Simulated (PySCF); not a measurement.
PySCF input file for NbOBr₂, SMILES [O]=[Nb]([Br])[Br] (connectivity only; charge and spin as stated), neutral, multiplicity 2, PBE-D3(BJ)/def2-SVP. Coordinates come from a PBE-D3(BJ)/def2-SVP optimisation. The multiplicity is an assumed one; other spin states were not compared. The def2 effective core potentials stand for the cores of Nb; spin–orbit coupling is left out.

```python
import numpy as np
from pyscf import gto, scf, dft, df
from pyscf.hessian import thermo

mol = gto.M(
    atom='''
    Nb    0.00000000   -0.00000000   -0.48228120
    O     0.00000000   -0.00000001   -2.18121687
    Br    0.00000000   -2.23772916    0.53176092
    Br    0.00000000    2.23772916    0.53176091
    ''',
    basis='def2-SVP',
    ecp={'Nb': 'def2-svp'},
    charge=0,
    spin=1,
    max_memory=1600,
    verbose=3,
)
mf = dft.UKS(mol, xc='pbe').density_fit(auxbasis='def2-universal-jkfit')
mf.disp = 'd3bj'
mf.grids.level = 3
mf.conv_tol = 1e-11
mf.max_cycle = 100
mf.kernel()
fine, coarse = mf.grids, dft.Grids(mol).set(level=1).build(with_non0tab=True)
for _ in range(3):  # follow internal instabilities
    mf.grids = coarse
    mo, _, stable, _ = mf.stability(return_status=True, nroots=4)
    mf.grids = fine
    if stable:
        break
    mf.kernel(mf.make_rdm1(mo, mf.mo_occ))

# [left out here: the lines that compute and print the analytic Hessian (its translational invariance restored by hand, since the grid's response is missing), thermochemistry and intensities]
```

It prints:

```

WARN: HOMO -0.499200457280609 >= LUMO -0.499200457280616


WARN: HOMO 0.0758505777924814 >= LUMO 0.0765349734005655


WARN: HOMO -0.142773431132161 >= LUMO -0.14227326044139

converged SCF energy = -5279.1829179786  <S^2> = 0.75684591  2S+1 = 2.0068342
<class 'pyscf.df.df_jk.DFUKS'> wavefunction is stable in the internal stability analysis

WARN: DFTD3 does not support analytical Hessian, using finite difference


WARN: Mole.unit (angstrom) is changed to Bohr

Mode                                 0                   1                   2
Irrep
Freq [cm^-1]                        5.7285             67.3913            178.9271
Reduced mass [au]                  31.7025             67.2056             19.3542
Force const [Dyne/A]                0.0006              0.1798              0.3651
Char temp [K]                       8.2420             96.9610            257.4362
Normal mode                   x     y     z       x     y     z       x     y     z
       0  Nb                 0.07  0.00 -0.00    0.00  0.00  0.06   -0.00  0.00 -0.00
       1   O                -0.16  0.00 -0.00   -0.00  0.00  0.06    0.00  0.22 -0.00
       2  Br                -0.03  0.00  0.00   -0.00 -0.05 -0.04    0.00 -0.02  0.03
       3  Br                -0.03 -0.00  0.00   -0.00  0.05 -0.04    0.00 -0.02 -0.03
Mode                                 3                   4                   5
Irrep
Freq [cm^-1]                      241.9827            349.3000           1002.8029
Reduced mass [au]                  72.6722             65.9457             18.2576
Force const [Dyne/A]                2.5072              4.7406             10.8175
Char temp [K]                     348.1593            502.5649           1442.8101
Normal mode                   x     y     z       x     y     z       x     y     z
       0  Nb                -0.00 -0.00  0.05   -0.00  0.08 -0.00    0.00  0.00 -0.04
       1   O                 0.00  0.00  0.04    0.00 -0.07 -0.00   -0.00  0.00  0.23
       2  Br                 0.00  0.06 -0.03    0.00 -0.04  0.01   -0.00  0.00  0.00
       3  Br                 0.00 -0.06 -0.03    0.00 -0.04 -0.01   -0.00 -0.00  0.00
temperature 298.1500 [K]
pressure 101325.00 [Pa]
Rotational constants [GHz] 3.53874 0.63154 0.53590
Symmetry number 2
Zero-point energy (ZPE) 0.00421 [Eh]   11042.324 [J/mol]
                           tot       elec      trans        rot        vib
Entropy [J/mol/K]       382.311      5.763    178.508    119.649     78.391
Cv [J/mol/K]             64.909      0.000     12.472     12.472     39.965
Cp [J/mol/K]             73.223      0.000     20.786     12.472     39.965
Internal energy [J/mol]                      3718.434   3718.434  19499.064
Internal energy [Eh]   -5279.17266  -5279.18292
Enthalpy [J/mol]                             6197.391   3718.434  19499.064
Enthalpy [Eh]          -5279.17171
Gibbs free energy [J/mol]                  -47024.779 -31954.960  -3873.173
Gibbs free energy [Eh] -5279.21513
mode   freq/cm-1   IR/(km/mol)
   1        5.73        11.551
   2       67.39         0.400
   3      178.93         0.614
   4      241.98         5.519
   5      349.30        63.734
   6     1002.80       137.833
max |gradient| / (hartree/bohr): 6.518540947139138e-05
APT charges: [ 1.4758 -0.6177 -0.4291 -0.4291]
```

Self-consistency was reached.

Cost: very roughly 5 core-minutes.
